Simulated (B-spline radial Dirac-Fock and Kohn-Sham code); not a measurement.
## K-line shifts caused by a second vacancy in Tl⁴⁷⁺

System: the Tl⁴⁷⁺ ion, [Ar] 3d10 4s2 4p4.

Method: Dirac-Fock energy differences between relaxed states, corrected for Breit and QED terms. Computed with an atomic code on a B-spline grid. Each two-hole energy is an average over J within one jj subconfiguration, not an observable level; in light atoms, where LS coupling holds, the j-resolved values are not observed lines, and for a K spectator the Kα1 hypersatellite is nearly forbidden. The model has no electron correlation.

Lines without a spectator: Kα2 (K-L2) 70842.3 eV, Kβ3 (K-M2) 82228.6 eV. Shifts in eV with one spectator hole (a dash: not computed, or left out as unreliable):

```tsv
spectator hole	Kα2	Kβ3
K (1s)	+1130.1	+1473.2
L2 (2p1/2)	+151.0	–
M2 (3p1/2)	–	+70.5
M4 (3d3/2)	+6.56	–
M5 (3d5/2)	+0.39	–
```
